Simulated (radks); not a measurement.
The numbers below are computed, except where a source is named.
Problem. C+, 5 electrons, occupied as [He] 2s2 3s1 (not the ground configuration). Level of theory: Dirac Kohn-Sham, PBE, spin-unpolarised, spherical densities, finite nucleus; Fermi nuclear charge, rms radius 2.4702 fm (a radial shooting solver on a logarithmic mesh with Libxc functionals). Some entries of the table are withheld. Estimate them.

| orbital | occ. | eigenvalue (hartree) | <r> (bohr) | <r^2> (bohr^2) |
|---|---|---|---|---|
| 1s1/2 | 2 | (1) | 0.2702 | (2) |
| 2s1/2 | 2 | -1.21575 | (3) | (4) |
| 3s1/2 | 1 | (5) | 4.163 | (6) |

Solution. 
(1) 1s1/2 eigenvalue (hartree): -11.04377
(2) 1s1/2 <r^2> (bohr^2): 0.09886
(3) 2s1/2 <r> (bohr): 1.375
(4) 2s1/2 <r^2> (bohr^2): 2.236
(5) 3s1/2 eigenvalue (hartree): -0.28561
(6) 3s1/2 <r^2> (bohr^2): 19.63
